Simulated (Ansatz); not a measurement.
CH4BrNOSi, SMILES `N=C(Br)[SiH2]O` at its PBE0-D4/def2-TZVP geometry, where that method's forces vanish. Total charge 0; spin multiplicity 1.

```xyz
9

N    -1.4836    0.0719    1.3435
C    -1.1220    0.1855    0.1546
Br   -2.4228    0.7638   -1.1576
Si    0.5484   -0.1281   -0.6646
O     1.6051   -0.5906    0.5075
H    -0.7027   -0.2489    1.9212
H     0.3823   -1.2375   -1.6265
H     0.9768    1.1255   -1.3312
H     2.2186    0.0583    0.8531
```

Q: What forces (eV/Å) does r2SCAN-D4/def2-TZVPP give on these atoms in the Gaussian-basis code of Ansatz? (An estimate is asked.)

A: The calculation gave: 
```
N1  -0.140 -0.013  0.292
C2   0.326 -0.076 -0.082
Br3 -0.214  0.093 -0.217
Si4 -0.024  0.037 -0.055
O5   0.018 -0.041  0.026
H6   0.029 -0.010  0.018
H7   0.004  0.019  0.012
H8  -0.011 -0.022 -0.004
H9   0.011  0.013  0.010
```
